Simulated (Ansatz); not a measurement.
Calculated with Ansatz (gas phase, PBE0-D4/def2-TZVP geometries, no zero-point term in ΔE). CBS: MP2 limit from def2 TZ/QZ plus the TZ coupled-cluster correction, frozen cores. This one scheme is used for every species. DFT in def2-TZVPP. HSE06 is defined as in plane-wave codes. One conformer a species, not always the lowest.

Consider the hydrogenolysis of a B–O bond: `OB([SiH3])Cl` + H₂ → `[SiH3]BCl` + H₂O.

`OB([SiH3])Cl`:

Z-matrix (Å, degrees):
```
Si
B 1 2.023
H 1 1.488 2 109.2
H 1 1.488 2 109.2 3 -118.0
H 1 1.486 2 112.1 3 121.0
Cl 2 1.779 1 119.0 3 59.3
O 2 1.343 1 121.8 3 -120.7
H 7 0.965 2 113.9 1 180.0
```

H₂:

```xyz
2

H    -0.007   -0.161    0.337
H     0.007    0.161   -0.337
```

`[SiH3]BCl`:

Cartesian coordinates in Å:
```
Si 0.786 0.025 -0.365
B -1.019 -0.150 0.517
Cl -2.162 1.161 0.517
H 1.845 -0.199 0.660
H 0.997 1.351 -1.001
H 0.926 -1.040 -1.397
H -1.372 -1.148 1.069
```

H₂O:

```xyz
3

O    -0.159   -0.355    0.018
H     0.617   -0.086   -0.479
H    -0.458    0.441    0.462
```

Is it downhill or uphill in electronic energy at CCSD(T)/CBS, and by how much? (Best estimate.)

Computed: Uphill: ΔE = +122.5 kJ/mol.

What do these levels give: B97M-V, ωB97M-V, revPBE, PBE0, HSE06, MP2/def2-TZVPP? (Best estimate.)

Computed: B97M-V 131.0, ωB97M-V 129.6, revPBE 122.1, PBE0 123.1, HSE06 123.3, MP2/def2-TZVPP 130.1 kJ/mol.

Largest T1 diagnostic among the species: 0.014.

From PBE to PBE0 (25 % exact exchange), in def2-TZVPP and without D4, ΔE moves by −4.1 kJ/mol. At CCSD(T), def2-SVP lies +21.8 kJ/mol from the extrapolated value and def2-TZVPP +2.0 kJ/mol. Leaving LDA and LC-ωPBE aside and taking each functional with its dispersion term where it has one, the values, not all of them listed here, spread over 9.4 kJ/mol, from PBE-QIDH to r2SCAN-D4. LDA lies +12.6 kJ/mol from PBE without D4.
